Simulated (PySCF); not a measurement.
Bond length, frequency and bond energy of HBr by level of theory

State: ¹Σ⁺ (singlet), closed shell. Set-up: PySCF, scalar-relativistic core potentials, basis sets H aug-cc-pVDZ, Br aug-cc-pVDZ-PP with ECP10. De refers to H + Br in their high-spin ground configurations, without counterpoise correction. A positive dipole means H(−)Br(+).

```
      Level  Re (Å)  ωe (cm⁻¹)  De (eV)  μ (D)
        RHF   1.412       2794     2.78  -0.91
    RHF-MP2   1.420       2719     3.81    n/a
RHF-SCS-MP2   1.422       2699     3.80    n/a
   RHF-CCSD   1.424       2672     3.82    n/a
RHF-CCSD(T)   1.426       2657     3.86    n/a
        PBE   1.442       2556     3.98  -0.77
     r²SCAN   1.429       2634     4.00  -0.84
      TPSSh   1.431       2621     4.02  -0.80
    r²SCANh   1.425       2660     3.97  -0.85
      B3LYP   1.434       2599     3.92  -0.79
       PBE0   1.428       2656     3.91  -0.82
    LC-ωPBE   1.421       2732     3.81  -0.86
```

**Question.** What are the measured Re and ωe, and which levels come closest?

**Answer.** Re = 1.414435 Å and ωe = 2648.975 cm⁻¹ (Huber and Herzberg, Constants of Diatomic Molecules (1979)). Closest are RHF for the length (off by -0.003 Å) and PBE0 for the frequency (off by 0.3 %).

```json
{"Level": "RHF", "error in Re (pm)": "-0.3", "error in ωe (%)": "5.5"}
{"Level": "RHF-MP2", "error in Re (pm)": "0.5", "error in ωe (%)": "2.7"}
{"Level": "RHF-SCS-MP2", "error in Re (pm)": "0.8", "error in ωe (%)": "1.9"}
{"Level": "RHF-CCSD", "error in Re (pm)": "1.0", "error in ωe (%)": "0.9"}
{"Level": "RHF-CCSD(T)", "error in Re (pm)": "1.2", "error in ωe (%)": "0.3"}
{"Level": "PBE", "error in Re (pm)": "2.8", "error in ωe (%)": "-3.5"}
{"Level": "r²SCAN", "error in Re (pm)": "1.4", "error in ωe (%)": "-0.6"}
{"Level": "TPSSh", "error in Re (pm)": "1.6", "error in ωe (%)": "-1.0"}
{"Level": "r²SCANh", "error in Re (pm)": "1.1", "error in ωe (%)": "0.4"}
{"Level": "B3LYP", "error in Re (pm)": "2.0", "error in ωe (%)": "-1.9"}
{"Level": "PBE0", "error in Re (pm)": "1.4", "error in ωe (%)": "0.3"}
{"Level": "LC-ωPBE", "error in Re (pm)": "0.6", "error in ωe (%)": "3.1"}
```

Correlated steps freeze 4 core orbitals. Correlated levels converge slowly with the basis: in double zeta they bind strong bonds too weakly, by up to about 1 eV, and carry superposition errors of some tenths. Where the molecule has an RHF reference, its open-shell atoms are computed with UHF.
